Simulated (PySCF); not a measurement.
Species: BH4O4 (charge -1).
Geometry (PBE0-D3(BJ)/def2-TZVP, Å), atoms numbered from 1 in this order:
```
atom  x, y, z in Å
O1    -0.1432    1.4324   -0.3343
B2     0.0051   -0.0015   -0.0035
O3     1.3068   -0.5943   -0.3826
O4    -1.0355   -0.7274   -0.7635
O5    -0.1068   -0.1174    1.4670
H6     0.2770    1.9044    0.3856
H7     1.2193   -0.8302   -1.3070
H8    -1.7913   -0.1393   -0.7857
H9     0.3242   -0.9435    1.6898
```

The closed-shell ground state was solved at several levels (PySCF, density fitting, gas phase, non-relativistic). Geometry: PBE0-D3(BJ)/def2-TZVP; no solvent, vibrations or thermal averaging. No diffuse functions stand in pcSseg-2, which bears on an anion's orbital energies.

```json
{"level": "PBE0/pcSseg-2", "basis functions": "236", "total energy (Eh)": "-328.1583", "HOMO (eV)": "-2.19", "LUMO (eV)": "5.09", "gap (eV)": "7.28"}
{"level": "B97-2/pcSseg-2", "basis functions": "236", "total energy (Eh)": "-328.3895", "HOMO (eV)": "-1.88", "LUMO (eV)": "5.13", "gap (eV)": "7.01"}
{"level": "wB97X-D/pcSseg-2", "basis functions": "236", "total energy (Eh)": "-328.4096", "HOMO (eV)": "-4.17", "LUMO (eV)": "6.77", "gap (eV)": "10.94"}
```

Task: Estimate the row for KT3/pcSseg-2, a basis of 236 functions; the other rows only guide the guess.

Result: Total energy -332.8674 Eh, HOMO -0.59 eV, LUMO 4.21 eV, gap 4.80 eV.

Task: Over all these levels, which gives the widest orbital gap and which the narrowest?

Result: wB97X-D/pcSseg-2 (range-separated hybrid) has the widest, 10.94 eV, and KT3/pcSseg-2 (GGA) the narrowest, 4.80 eV. From the narrowest to the widest the HOMO moves by -3.58 eV and the LUMO by +2.56 eV.

Task: In the pcSseg-2 basis, how does the gap go with the fixed share of exact exchange?

Result: KT3 (0 %) 4.80 eV; B97-2 (21 %) 7.01 eV; PBE0 (25 %) 7.28 eV. Each rise in the share widens the gap here.

wB97X-D is run here without its empirical dispersion term; that term would change no orbital, density or response property at a fixed geometry.
